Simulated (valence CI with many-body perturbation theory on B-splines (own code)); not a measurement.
# Hyperfine factors and g values of Rb XVI

Calculated by configuration interaction combined with many-body perturbation theory (CI+MBPT): four valence electrons over a frozen Dirac-Fock core [Ar], radial functions for each j: 9 s, 9 p, 10 d, 8 f, 5 g, 3 h, 1 i, with the one-electron correlation potential Σ1, the two-electron term Σ2, the three-electron term Σ3, Breit, model QED; selected CI, second order for the rest (own B-spline code, finite nucleus).

No measured levels were compared; by estimate terms of the open shell hold to 2 to 4 % of their energy, and close levels can change places. Core correlation moves these levels by up to 8000 cm⁻¹, and in measured spectra 5 to 20 % of such shifts remained as error; rates that hang on mixing are uncertain with them. Only levels of the ground parity were solved; by the run's estimate the other parity begins above the list, which can be wrong where configurations are misplaced.

A/g_I is the dipole constant over the nuclear g factor μ/I (μ in nuclear magnetons, uniformly magnetised nucleus), B/Q the quadrupole constant per barn. Both hold the static response of the core; the bare values leave it out. Large factors of s and p1/2 electrons are usually good to 5 to 10 %; those of open d and f shells near neutrality can be off by tens of per cent, and small factors of p3/2, d and f electrons come from cancelling terms and can be off by a factor of two or in sign, in half-filled shells by more. B is blank for J = 1/2, where it vanishes, and for nearly pure S terms. Energies count from the lowest level. Levels with J = 0 are left out.

Names give the largest LS component (configuration and term), which can be under half, so a name can repeat, a term be missing and a line seem to break the LS rules; names also repeat where a configuration has a term twice. Letters in brackets count levels of one name in rising energy.

| Level | E (cm⁻¹) | g | A/g_I (MHz) | A/g_I bare | B/Q (MHz/b) | B/Q bare |
| --- | --- | --- | --- | --- | --- | --- |
| 3d4 5D_1 | 3118 | 1.498 | 264 | 537 | 1800 | 1860 |
| 3d4 5D_2 | 7466 | 1.495 | 914 | 1180 | 1170 | 1200 |
| 3d4 5D_3 | 12230 | 1.492 | 1560 | 1820 | -1250 | -1290 |
| 3d4 5D_4 | 17070 | 1.487 | 2140 | 2400 | -5270 | -5430 |
| 3d4 3H_4 | 58341 | 0.896 | 4240 | 4210 | 2570 | 2650 |
| 3d4 3P_1 [a] | 64927 | 1.468 | 1880 | 2130 | -273 | -287 |
| 3d4 3H_5 | 65241 | 1.055 | 3650 | 3700 | 3330 | 3430 |
| 3d4 3F_3 [a] | 67715 | 0.928 | 4190 | 4180 | 287 | 296 |
| 3d4 3H_6 | 69288 | 1.152 | 3550 | 3650 | 2850 | 2930 |
| 3d4 3F_2 [a] | 69582 | 0.692 | 4800 | 4680 | -11.5 | -13.2 |
| 3d4 3F_4 [a] | 73220 | 1.110 | 3220 | 3300 | -491 | -505 |
| 3d4 3P_2 [a] | 79208 | 1.448 | 2110 | 2350 | 66.4 | 63.8 |
| 3d4 3G_4 | 81523 | 1.071 | 3730 | 3790 | -1300 | -1340 |
| 3d4 3G_3 | 82194 | 0.916 | 3790 | 3770 | -956 | -990 |
| 3d4 3G_5 | 87268 | 1.175 | 3060 | 3180 | -2100 | -2170 |
| 3d4 3D_3 | 94517 | 1.314 | 2730 | 2910 | 887 | 920 |
| 3d4 3D_2 | 96882 | 1.169 | 3350 | 3450 | 1320 | 1370 |
| 3d4 1I_6 | 98376 | 1.011 | 3800 | 3830 | 5170 | 5320 |
| 3d4 3D_1 | 99968 | 0.534 | 5530 | 5330 | 812 | 839 |
| 3d4 1G_4 [a] | 105920 | 1.030 | 3280 | 3320 | -1820 | -1860 |
| 3d4 1D_2 [a] | 122460 | 1.026 | 3800 | 3840 | 2380 | 2450 |
| 3d4 1F_3 | 133020 | 1.015 | 3660 | 3700 | 5910 | 6070 |
| 3d4 3P_2 [b] | 151880 | 1.468 | 1960 | 2210 | 1310 | 1360 |
| 3d4 3F_4 [b] | 155760 | 1.234 | 2610 | 2750 | 5220 | 5370 |
| 3d4 3F_2 [b] | 158330 | 0.691 | 5470 | 5340 | 4500 | 4640 |
| 3d4 3F_3 [b] | 160230 | 1.076 | 3730 | 3790 | 4800 | 4940 |
| 3d4 3P_1 [b] | 163440 | 1.495 | 574 | 845 | -1310 | -1350 |
| 3d4 1G_4 [b] | 178000 | 1.011 | 3950 | 3990 | 2350 | 2420 |
| 3d4 1D_2 [b] | 230350 | 0.998 | 3800 | 3830 | -6270 | -6450 |

(1) Take the isotope of mass number 87, with I = 3/2, μ = 2.75129 μN and Q = 0.1335 b. What is the hyperfine structure of 3d4 5D_2?

Results:

(1) From the table A = 1680 MHz, B = 156 MHz. Shifts from the centre of gravity in MHz: F = 1/2: -7420, F = 3/2: -5040, F = 5/2: -938, F = 7/2: 5080.
